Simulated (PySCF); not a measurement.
# From computed data to an observable: oscillator strength and radiative lifetime

CH4OSSn, SMILES C[O][Sn][SH] (connectivity only; charge and spin as stated), neutral, multiplicity 1.

Geometry optimised at B3LYP-D3(BJ)/def2-SVP. The def2 effective core potentials stand for the cores of Sn; spin–orbit coupling is left out. The values are those of a single conformer.

TDDFT-PBE/def2-SVPD in PySCF puts the first singlet state with f over 0.02 at 3.75 eV (vertical), with the transition dipole (0.207, -0.557, 0.000) in atomic units.

Task: Find the oscillator strength, the wavelength and the radiative lifetime that this transition would have in vacuum if emission retraced absorption.

Result: 
|μ|² = 0.3531 au, so |μ| = 1.51 D. ΔE = 3.75/27.211 = 0.1378 hartree. f = (2/3) ΔE |μ|² = 0.032 (the program prints 0.032).
λ = 1239.84/3.75 = 331 nm; ν = 30246 cm⁻¹.
Einstein's coefficient A = 0.6670 ν² f s⁻¹ (ν in cm⁻¹) = 2.0e7 s⁻¹, so τ = 1/A = 51 ns. This state is S2; the lower singlet has f = 0.002. The figure is the radiative limit of this one transition; relaxation, internal conversion, crossing to triplets and a medium change what is measured.
